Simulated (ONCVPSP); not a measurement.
**Configuration tests for Rh (ONCV)**

```json
{
 "Element": "Rh",
 "Generator": "ONCVPSP 4.0.1",
 "Type": "optimised norm-conserving Vanderbilt (ONCV)",
 "Functional": "PBE",
 "Relativity": "scalar-relativistic",
 "Frozen core": "[Ar] 3d10",
 "Valence charge": "17",
 "Reference configuration": "4s2 4p6 4d7 (charge +2)",
 "Partial waves": "4s: rc 1.45 bohr, ncon 4, nbas 7, qcut 7.7 1/bohr, 1 projector; 4p: rc 1.30 bohr, ncon 4, nbas 7, qcut 11.2 1/bohr, 1 projector; 4d: rc 1.95 bohr, ncon 3, nbas 8, qcut 9.3 1/bohr, 1 projector",
 "Local potential": "polynomial inside 1.15 bohr (lpopt 5, dvloc0 6 Ha)",
 "Core correction": "none"
}
```

Energies are relative to the spin-unpolarised reference configuration 4s2 4p6 4d7; without spin polarisation the order of configurations can differ from experiment.

Task: Give the all-electron excitation energy and the error of the potential for: 4s2 4p6 4d8 5s1; 4s2 4p6 4d8; 4s2 4p6 4d6; 4s2 4p6 4d7 5s1 5p1.

Result:

```tsv
valence configuration	charge	ΔE all-electron (eV)	error AE − PS (meV)
4s2 4p6 4d8 5s1	0	-26.971	+49
4s2 4p6 4d8	+1	-19.511	+0.7
4s2 4p6 4d6	+3	32.505	-0.5
4s2 4p6 4d7 5s1 5p1	0	-20.352	+26
```

Levels in the configuration 4s2 4p6 4d8 5s1:

| level | all-electron (eV) | pseudo (eV) |
| --- | --- | --- |
| 4s | -82.495 | -82.452 |
| 4p | -50.421 | -50.381 |
| 4d | -5.940 | -5.912 |
| 5s | -4.300 | -4.333 |

Note: ghosts flagged at negative energy: p at -43880.6 eV; no localised positive-energy state flagged. A true bound ghost makes a file unfit for plane-wave use.
